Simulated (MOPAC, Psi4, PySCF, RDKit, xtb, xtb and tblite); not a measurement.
Two geometries of SMILES OB(O)[SiH2]O[SiH3] (H₇BO₃Si₂), relaxed at GFN2-xTB with one dihedral held; other torsions can differ between them too.

Structure A

```
13

O      2.1623    -0.9983    -0.5313
B      2.0983     0.3736    -0.3650
O      0.8864     0.9551    -0.3063
Si     3.7285     1.4811    -0.5101
O      5.0021     0.4482    -0.4569
Si     5.6168    -1.0419    -0.5157
H      2.3158    -1.5980     0.1878
H      0.1287     0.3628    -0.3347
H      3.9223     2.2169    -1.7699
H      4.0413     2.4239     0.5757
H      7.0597    -0.8295    -0.5753
H      5.1059    -1.7520    -1.6870
H      5.2241    -1.7486     0.7112
```

Structure B

```
13

O     -2.2674    -2.3961     3.7671
B     -2.5386    -1.3514     2.9299
O     -3.4021    -0.4216     3.3933
Si    -2.0463    -1.2988     1.0227
O     -0.9244    -2.4850     0.8423
Si     0.1108    -3.4547     0.0690
H     -1.4832    -2.9059     3.5714
H     -3.6999    -0.5691     4.2951
H     -1.4359    -0.0826     0.4614
H     -3.1288    -1.6410     0.0821
H     -0.3713    -4.8141     0.3150
H      0.1371    -3.1381    -1.3562
H      1.4077    -3.2154     0.7030
```

Task: Which is lower in energy at the level Psi4 1.11 with DF-MP2 (frozen core)/cc-pVTZ // GFN2-xTB, and by how much?

Result: B is lower, by 9.08 kcal/mol (dihedral H7–O1–B2–Si4: 90° in A, 30° in B).

E(B) − E(A) in kcal/mol at the other levels, on the same two geometries: GFN2-xTB (xtb and tblite) -8.91; PBE/def2-TZVP // GFN2-xTB (Psi4) -9.20; PBE-D3(BJ)/def2-TZVP // GFN2-xTB (Psi4) -8.85; wB97X-D/def2-TZVP // GFN2-xTB (Psi4) -8.79; HF/cc-pVTZ // GFN2-xTB (Psi4) -9.13; UFF // GFN2-xTB (RDKit) 13.40; PM6, restricted, heats of formation // GFN2-xTB (MOPAC) -5.81; PM3, restricted, heats of formation // GFN2-xTB (MOPAC) -5.78; GFN1-xTB // GFN2-xTB (xtb) -6.07; restricted B3LYP/6-31G*, spherical d, density fitting // GFN2-xTB (PySCF) -9.51; restricted MP2 (frozen core)/6-31G*, spherical d // GFN2-xTB (PySCF) -9.82; restricted Hartree-Fock/STO-3G // GFN2-xTB (PySCF) -13.05; restricted MP2 (frozen core)/3-21G // GFN2-xTB (PySCF) -8.45.
